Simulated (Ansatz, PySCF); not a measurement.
Reaction (SMILES): COB(O)O -> COB([O])O + H atom (the H-O bond at the site shown breaks; other sites are not compared here)
Structures are relaxed separately at B3LYP-D3(BJ)/def2-TZVP in Ansatz (an electronic-structure program), one conformer each, not searched for the lowest.

Wanted: bond dissociation energy (enthalpy at 298 K, with B3LYP-D3(BJ) rigid-rotor harmonic-oscillator terms from PySCF), in eV. Cores are frozen in the correlated levels unless marked. Open shells are spin-unrestricted. No spin-orbit coupling. No relativistic terms. Basis-set limits of correlation are two-point, X^-3; Hartree-Fock from the larger set.

CCSD(T)/CBS(cc-pVTZ,cc-pVQZ) (Ansatz) gives 5.22 eV.

Task: Another calculation gave 5.03 eV. Which level was it?
A. SVWN5/def2-TZVPD (Ansatz)
B. r2SCANh/def2-TZVPD (Ansatz)
C. B2PLYP/def2-TZVPD (Ansatz)

Result: C, B2PLYP/def2-TZVPD (Ansatz). The others give 4.90 (r2SCANh), 5.70 (SVWN5) eV.
